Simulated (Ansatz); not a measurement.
`[GeH3][SnH3]` + `[NH2][GeH2][F]` → `[F][GeH2][NH][GeH3]` + `[SnH4]`  (cleavage of the Ge–Sn bond)

Calculated with Ansatz (gas phase, PBE0-D4/def2-TZVP geometries, no zero-point term in ΔE). CCSD(T)/CBS adds triple-zeta CCSD(T) − MP2 to the extrapolated MP2 energy (def2 sets, frozen cores). Functionals use def2-TZVPP. def2 core potentials past Kr. For Ge, Sn outer-core shells are correlated without core-valence functions, which leaves a few kJ/mol of doubt a bond. Scalar relativity is left out up to krypton. Each species was taken in one conformer, which may not be the lowest.

| species | RPA@PBE/def2-TZVPP energy (Eh) |
| --- | --- |
| `[GeH3][SnH3]` | -2293.11129 |
| `[NH2][GeH2][F]` | -2232.78850 |
| `[F][GeH2][NH][GeH3]` | -4309.71045 |
| `[SnH4]` | -216.17902 |

(1) Work out ΔE.

Largest T1 diagnostic among the species: 0.013.

Results:

(1) ΔE = (-4309.71045) + (-216.17902) − (-2293.11129) − (-2232.78850) = 0.01032 Eh = +6.5 kcal/mol. CCSD(T)/CBS gives +10.2 kcal/mol.

Leaving LDA and LC-ωPBE aside and taking each functional with its dispersion term where it has one, the values, not all of them listed here, spread over 5.2 kcal/mol, from B97M-V to PBE-D4. LDA lies −1.0 kcal/mol from PBE without D4. In def2-TZVPP, CCSD(T) changes the Hartree–Fock value by +0.9 kcal/mol (the triples alone add −0.1 kcal/mol) and MP2 by +1.2 kcal/mol.
